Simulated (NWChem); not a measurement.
# Correlation energy of silicon monosulfide (SSi)

```
Si
S 1 1.9396
```
Charge 0, spin multiplicity 1.

Everything below was run with NWChem. All single points use one geometry, from PBE0/def2-SVP, a minimum by its harmonic frequencies.

Basis set: cc-pVDZ. Each correlation energy counts from its own Hartree-Fock reference.

The correlated methods keep 10 core orbitals frozen. No row is a measurement; the coupled-cluster row has its own basis-set and correlation limits.

Problem. One of these methods gave a correlation energy of -204.0 mHa. Which?
A. RI-MP2
B. CCSD(T)
C. SCS-MP2
D. CR-CCSD(T)

Solution. A, RI-MP2. The others give -234.3 (CR-CCSD(T)), -236.6 (CCSD(T)), -200.0 (SCS-MP2).
